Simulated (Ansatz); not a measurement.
H3FSi2, SMILES `F[Si][SiH3]` (excited triplet) (charge 0, multiplicity 3). This triplet is an excited state, 1.07 eV above the relaxed singlet at the level composite: frozen-core CCSD(T) with HF/cc-pVQZ and the correlation energy extrapolated as X^-3 from cc-pVTZ and cc-pVQZ, plus CCSDT(Q) minus CCSD(T) in cc-pVDZ // PBE0-D3(BJ)/def2-TZVP (Ansatz, an electronic-structure program).

Cartesian coordinates (Å):
```xyz
6

F      2.6468     0.4301     0.2819
Si     1.5496    -0.6230    -0.2552
Si    -0.6943    -0.0165    -0.0277
H     -1.4053    -1.1832    -0.6083
H     -1.0173     1.2209    -0.7874
H     -1.0794     0.1717     1.3967
```
Charge 0, spin multiplicity 3.

Frozen-core energies in 6-31g from Ansatz at a geometry from PBE0-D3(BJ)/def2-TZVP; the HF reference has <S^2> = 2.01 and the T1 diagnostic is 0.015.

| level | energy (Ha) |
|---|---|
| HF | -678.88444 |
| MP2 | -679.09052 |
| CCSD | -679.11538 |

Problem. Estimate the energies of CCSD(T), CCSDT, CCSDT(Q) and CCSDTQ, and give each level's difference from CCSDTQ.

Solution. 
```tsv
level	energy (Ha)	difference from CCSDTQ (mHa)
MP2	-679.09052	29.60
CCSD	-679.11538	4.74
CCSD(T)	-679.11895	1.17
CCSDT	-679.11967	0.44
CCSDT(Q)	-679.12015	-0.03
CCSDTQ	-679.12012	0.00
```
